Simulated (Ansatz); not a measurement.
Coupled-cluster diagnostics for the cluster Ag₃⁺ (the lowest singlet isomer of a short search), Ansatz.

Geometry of the singlet (B3LYP-D4/def2-TZVP):

Cartesian coordinates in Å:
```
Ag 0.347 0.556 -1.434
Ag -1.462 -0.497 0.320
Ag 1.115 -0.059 1.114
```

In the def2 sets Ag takes a core potential; there is no spin–orbit coupling. Correlated methods freeze no core orbitals; core or outer-core shells of Ag are correlated, in sets that lack core-valence functions. At PBE0-D4/def2-TZVP a singlet of charge 1 lies 1.76 eV below the triplet, each at its own geometry. At PBE0-D4/def2-TZVP a singlet of charge 1 lies 7.30 eV below the quintet, each at its own geometry. The structure comes from a short search, and lower isomers may exist.

Geometry of the charge 1 triplet (B3LYP-D4/def2-TZVP):

```xyz
3

Ag    0.0004    0.0001    0.0001
Ag   -2.3118    0.2098    1.6108
Ag    2.3114   -0.2099   -1.6109
```

Geometry of the charge 1 quintet (B3LYP-D4/def2-TZVP):

```xyz
3

Ag   -1.140    0.465   -1.905
Ag    0.207    1.400    1.016
Ag    0.933   -1.864    0.889
```

Question: Estimate the CCSD(T) correlation energy, the shares of MP2 and (T), T1 and the reference's ⟨S²⟩ for: charge 1, singlet, own geometry in def2-TZVP; charge 1, triplet, own geometry in def2-TZVP; charge 1, quintet, own geometry in def2-TZVP; and the rough time on 4 threads of Intel Xeon 6975P-C on a shared host.

Answer: 
```tsv
state	basis	correlation (eV)	MP2 share (%)	(T) share (%)	T1	⟨S²⟩ (pure)	wall time
charge 1, singlet, own geometry	def2-TZVP	-36.910	103.9	2.2	0.012	0.00 (0.00)	4.4 s
charge 1, triplet, own geometry	def2-TZVP	-35.844	103.7	1.9	0.012	2.02 (2.00)	28 s
charge 1, quintet, own geometry	def2-TZVP	-35.072	102.7	1.8	0.019	6.01 (6.00)	29 s
```
Customary marks for T1 are 0.02 (closed shells), 0.045 (open shells) and about 0.05 (3d metals). T1 stays under 0.02 throughout.
